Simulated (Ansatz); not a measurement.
CH5FSeSi2, SMILES `FC[SiH]1[SiH2][Se]1`: the same geometry under several functionals.

```yaml
crystal:
  periodic: [false, false, false]
  atoms:
    - {symbol: F, position_ang: [-2.530778, 0.223403, 0.630765]}
    - {symbol: C, position_ang: [-1.327882, 0.914256, 0.559046]}
    - {symbol: Si, position_ang: [-0.174337, 0.096839, -0.701061]}
    - {symbol: Si, position_ang: [1.512512, -1.252137, -0.054826]}
    - {symbol: Se, position_ang: [1.957934, 0.931255, -0.623810]}
    - {symbol: H, position_ang: [-0.864347, 0.923306, 1.549785]}
    - {symbol: H, position_ang: [-1.542228, 1.949291, 0.272238]}
    - {symbol: H, position_ang: [-0.790643, 0.009586, -2.046111]}
    - {symbol: H, position_ang: [2.106775, -2.266327, -0.956340]}
    - {symbol: H, position_ang: [1.736292, -1.580471, 1.373116]}
basis:
  gaussian: {orbitals: def2-TZVPP}
hamiltonian: {xc: pbe0, dispersion: d4}
output: {orbitals: {seedname: orbitals}}
```

```sh
$ ansatz run in.yaml --threads 4 --pin off --events-out ev --progress --plain --max-ram 10444MiB
```

Output, abridged:

```
Functional definition: PBE0
1625 factors; their error is unknown
mean field evaluation 1: about -84921.7664 eV, gradient 3.4e1 eV
mean field evaluation 2: about -84921.3154 eV, gradient 3.7e1 eV
mean field evaluation 4: about -84924.3537 eV, gradient 2.5e0 eV
mean field evaluation 8: about -84924.3660 eV, gradient 3.2e-2 eV
mean field evaluation 16: about -84924.8148 eV, gradient 2.9e-4 eV
mean field -84924.81482445 eV, -3120.9293806916 hartree, gradient 3.0e-5 eV, S^2 0.000000; 0 other end points of the search recorded, 0 dependent functions left out
reference -84924.81485766 eV, -3120.9293819119 hartree; 41, 41 occupied and 223, 223 virtual orbitals, 1625 factors
Total energy: -84925.05642909 eV, -3120.9382594983 hartree
```

It took 3.9 s on 4 threads of an Arm Neoverse V2 on a shared host, with 0.88 GiB of host memory at the peak.

Changing it to `hamiltonian: {xc: r2scan, dispersion: d4}` and forces (abridged; 4.9 s):

```
Functional definition: r2SCAN
mean field evaluation 16: about -84939.5500 eV, gradient 2.6e-4 eV
mean field -84939.55004966 eV, -3121.4708902301 hartree, gradient 2.0e-5 eV, S^2 0.000000
Total energy: -84939.61594983 eV, -3121.4733120166 hartree
Atom 0 force    -0.319273    -0.181415     0.013292 eV/Å
Atom 1 force     0.303771     0.189591    -0.008644 eV/Å
Atom 2 force    -0.023893    -0.047449    -0.036523 eV/Å
Atom 3 force    -0.008071    -0.063965     0.014038 eV/Å
Atom 4 force     0.065064     0.066082    -0.013746 eV/Å
Atom 5 force    -0.007866     0.010902     0.011989 eV/Å
Atom 6 force    -0.010959     0.013477     0.013135 eV/Å
Atom 7 force    -0.007018     0.005011     0.006648 eV/Å
Atom 8 force     0.003467     0.008342     0.013904 eV/Å
Atom 9 force     0.004778    -0.000577    -0.014092 eV/Å
Dipole moment:     0.042141    -0.036655     0.062948 e Å
```
